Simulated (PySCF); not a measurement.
## Krypton: a sound run and one with changed settings

Sound run: Kr [Kr], Kr⁺ [Ar] 3d10 4s2 4p5. All numbers are calculated (PySCF 2.14, scalar relativity by spin-free X2C-1e, in x2c-SVPall (5s4p3d, 32 functions)). In the sound run the correlated levels freeze [Ar] 3d10. The sound run starts from symmetry-adapted Hartree-Fock orbitals and uses a fine grid where one is needed.

Changed run: the non-relativistic Hamiltonian (point nucleus). This setting is unsound on purpose.

```json
{"species": "Kr", "method": "UHF", "sound run (hartree)": "-2787.68716", "changed run (hartree)": "-2734.57144", "converged": "yes"}
{"species": "Kr", "method": "M06-2X", "sound run (hartree)": "-2789.66561", "changed run (hartree)": "-2736.55895", "converged": "yes"}
{"species": "Kr", "method": "LDA", "sound run (hartree)": "-2785.65353", "changed run (hartree)": "-2732.55066", "converged": "yes"}
{"species": "Kr", "method": "MP2", "sound run (hartree)": "-2787.81293", "changed run (hartree)": "-2734.69734", "converged": "yes"}
{"species": "Kr", "method": "CCSD(T)", "sound run (hartree)": "-2787.82467", "changed run (hartree)": "-2734.70948", "converged": "yes"}
{"species": "Kr⁺", "method": "UHF", "sound run (hartree)": "-2787.20387", "changed run (hartree)": "-2734.08074", "converged": "yes"}
{"species": "Kr⁺", "method": "M06-2X", "sound run (hartree)": "-2789.14674", "changed run (hartree)": "-2736.03226", "converged": "yes"}
{"species": "Kr⁺", "method": "LDA", "sound run (hartree)": "-2785.12838", "changed run (hartree)": "-2732.01788", "converged": "yes"}
{"species": "Kr⁺", "method": "MP2", "sound run (hartree)": "-2787.30440", "changed run (hartree)": "-2734.18200", "converged": "yes"}
{"species": "Kr⁺", "method": "CCSD(T)", "sound run (hartree)": "-2787.32022", "changed run (hartree)": "-2734.19852", "converged": "yes"}
```

Ionisation energy of Kr:

```json
{"method": "UHF", "sound run (eV)": "13.151", "changed run (eV)": "13.353"}
{"method": "M06-2X", "sound run (eV)": "14.119", "changed run (eV)": "14.332"}
{"method": "LDA", "sound run (eV)": "14.290", "changed run (eV)": "14.498"}
{"method": "MP2", "sound run (eV)": "13.838", "changed run (eV)": "14.023"}
{"method": "SCS-MP2", "sound run (eV)": "13.761", "changed run (eV)": "13.947"}
{"method": "CCSD", "sound run (eV)": "13.723", "changed run (eV)": "13.902"}
{"method": "CCSD(T)", "sound run (eV)": "13.727", "changed run (eV)": "13.904"}
```

Most of the change in total energy is the relativistic energy itself. On top of that the contraction fixes the core shape for the Hamiltonian it was made with, so the changed run is not a good calculation with the other Hamiltonian either.

For comparison, NIST gives 14.000 eV between the lowest levels.
